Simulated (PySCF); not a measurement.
## Shapes and spin states of FWN

Computed with PySCF, PBE0, basis W def2-TZVP with ECP60, N def2-TZVP, F def2-TZVP (scalar-relativistic core potentials, no spin–orbit coupling, density fitting).

Relaxations began from a few typed shapes and spin states; open shells are unrestricted. The search is not exhaustive: other isomers or separated fragments can lie lower, and high-lying points may rest on an excited occupation.

Task: Which is the lowest minimum found?
A. singlet (closed shell, unstable to spin polarisation) C∞v: W–F 1.978 Å, W–N 1.702 Å; F–W–N 180.0°
B. singlet (closed shell, unstable to spin polarisation) Cs: W–F 1.817 Å, W–N 1.648 Å; F–W–N 103.0°
C. triplet (⟨S²⟩ 2.68) C∞v: W–F 1.959 Å, W–N 1.690 Å; F–W–N 180.0°
D. triplet Cs: W–F 1.878 Å, W–N 1.656 Å; F–W–N 109.1°
E. broken-symmetry Ms = 0 Cs: W–F 1.822 Å, W–N 1.649 Å; F–W–N 104.0°

Result: D. The others lie at 50.3 (broken-symmetry Ms = 0 Cs), 50.8 (singlet Cs), 114.5 (triplet C∞v, a saddle point), 318.4 (singlet C∞v, a saddle point) kJ/mol above it.

Formally W is in oxidation state +4, d2, with 2 unpaired electrons (the high-spin count). The Mulliken spin on W is 2.31. The polar-tensor charge on W, 1.26, is far below the formal one.

For the lowest minimum: with open d or f shells other occupations or spin states may lie lower. With an element this heavy the missing spin–orbit coupling can shift these numbers.
